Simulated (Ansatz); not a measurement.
The same redistribution along the group Ti, Zr, Hf.

Gas-phase electronic energies from Ansatz, PBE0-D4/def2-TZVP geometries. CCSD(T)/CBS is the MP2 limit (def2-TZVPP, def2-QZVPP) plus CCSD(T) − MP2 in def2-TZVPP, frozen cores. DFT in def2-TZVPP. def2 core potentials past Kr. For Ge, Hf, Ti, Zr outer-core shells are correlated without core-valence functions, which leaves a few kJ/mol of doubt a bond. Scalar relativity is left out up to krypton. One conformer a species, not always the lowest.

```tsv
reaction	CCSD(T)/CBS(def2) (kJ/mol)
`[OH][Ti]([Cl])([Cl])[Cl]` + `[OH][Ge][SH]` → `[SH][Ti]([Cl])([Cl])[Cl]` + `[OH][Ge][OH]`	?
`[OH][Zr]([Cl])([Cl])[Cl]` + `[OH][Ge][SH]` → `[SH][Zr]([Cl])([Cl])[Cl]` + `[OH][Ge][OH]`	58
`[OH][Hf]([Cl])([Cl])[Cl]` + `[OH][Ge][SH]` → `[SH][Hf]([Cl])([Cl])[Cl]` + `[OH][Ge][OH]`	61
```

Question: Fill in the missing values. (Best estimate.)

Answer: The calculation gave: `[OH][Ti]([Cl])([Cl])[Cl]` + `[OH][Ge][SH]` → `[SH][Ti]([Cl])([Cl])[Cl]` + `[OH][Ge][OH]`: +43.3 kJ/mol.

Largest T1 diagnostic: 0.026, for `[SH][Ti]([Cl])([Cl])[Cl]`, so its coupled-cluster energy is less sure.
